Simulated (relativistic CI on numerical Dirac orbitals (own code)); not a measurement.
## One change at a time: W⁵⁰⁺

Base calculation: Dirac-Coulomb-Breit CI, KLI orbitals optimised for each configuration, QED by a radiative potential, unscaled Slater integrals.

CI space (outside the closed core [Ne]): 3s2 3p6 3d6, 3s2 3p5 3d7, 3s2 3p4 3d8, 3s 3p6 3d7, 3p6 3d8, 3s 3p5 3d8, 3s2 3p6 3d5 4s, 3s2 3p6 3d5 4p, 3s2 3p4 3d7 4s, 3s2 3p6 3d5 4d, 3s2 3p4 3d7 4p, 3s2 3p5 3d6 4s, 3s2 3p6 3d5 4f, 3s2 3p4 3d7 4d, 3s 3p5 3d7 4s, 3s2 3p5 3d6 4p, 3s2 3p5 3d6 4d, 3s2 3p6 3d4 4s2, 3s 3p6 3d6 4s, 3p6 3d7 4s, 3p6 3d7 4p, 3s2 3p6 3d5 5s, 3p6 3d7 4d, 3s 3p6 3d5 4s2. Levels of other configurations are missing.

The lowest level and the first level of each name with at least 55 % of one term (blank where a level has no safe partner in the second run):

| Level | Base (eV) | Shift (eV) |
| --- | --- | --- |
| 3s2 3p6 3d6 3F_4 | 0.000 | 0.000 |
| 3s2 3p6 3d6 5D_3 | 62.864 | -0.361 |
| 3s2 3p6 3d6 3G_5 | 72.711 | -0.824 |
| 3s2 3p6 3d6 3H_6 | 72.759 | -1.220 |
| 3s2 3p6 3d6 3P_1 | 95.636 | +0.810 |
| 3s2 3p6 3d6 3F_3 | 97.599 | +0.655 |
| 3s2 3p6 3d6 5D_2 | 131.358 | -0.120 |
| 3s2 3p6 3d6 5D_0 | 134.339 | +0.017 |
| 3s2 3p6 3d6 3H_5 | 142.187 | -0.976 |
| 3s2 3p6 3d6 1I_6 | 145.704 | -1.371 |
| 3s2 3p6 3d6 1D_2 | 189.379 | +1.362 |
| 3s2 3p6 3d6 1S_0 | 206.954 | +2.234 |
| 3s2 3p5 3d7 5G°_6 | 385.739 |  |
| 3s2 3p5 3d7 3P°_0 | 396.829 |  |

At this charge energies of transitions that change n are usually good to better than 1 %, and those within a shell (Δn = 0) to a few per cent.

(1) One thing was changed in a second run, which moved the levels as shown. Which?
A. only the first configuration
B. Breit term removed
C. QED terms removed

Results:

(1) A. Only the first configuration. With fewer configurations the levels that remain lose their mixing partners.

LS names give the leading component of a level, which can be under half, so a name can repeat, a term be missing and a line seem to break the LS rules.
